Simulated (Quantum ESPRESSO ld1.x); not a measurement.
Results of a calculation; reference values are marked as such.
Q: Radial electron density D(r) = 4 pi r^2 rho(r) of an atom or ion with 18 electrons. Code: ld1.x of Quantum ESPRESSO 7.5. Model: scalar-relativistic Kohn-Sham, LDA (Slater exchange, Perdew-Wang correlation), spin-polarised, spherical densities, point nucleus.

r (bohr)  D(r) (e/bohr)
0.002709          11.56
0.003389          16.17
0.004206          21.95
0.00522           29.15
0.006478          37.71
0.008105          47.57
0.01006           57.12
0.01248           65.36
0.01562           70.81
0.01938           71.88
0.02406           69.07
0.02986           64.81
0.03735           63.47
0.04636           68.89
0.05754           79.76
0.07141           88.15
0.08934           83.26
0.1109            63.40
0.1376            41.23
0.1708            32.68
0.2137            37.57
0.2652            38.02
0.3291            25.54
0.4118            9.848
0.511             2.133
0.6342           0.2261
0.7872          0.01011

What is the nuclear charge?

A: Z = 55. The innermost maximum, from 1s, lies near gamma/Z bohr with gamma = sqrt(1 - (Z/c)^2) = 0.916, here 0.0167 bohr (found: 0.0183), and its height grows with Z. The density is that of the caesium ion Cs37+ in [Ar]; the configuration itself is not fixed sharply by these data, and Z only to a few units. D(r) has 3 maxima, at r = 0.0183, 0.0749, 0.241 bohr, and minima at 0.0353, 0.171 bohr, inside which lie 1.98, 10.40 electrons.
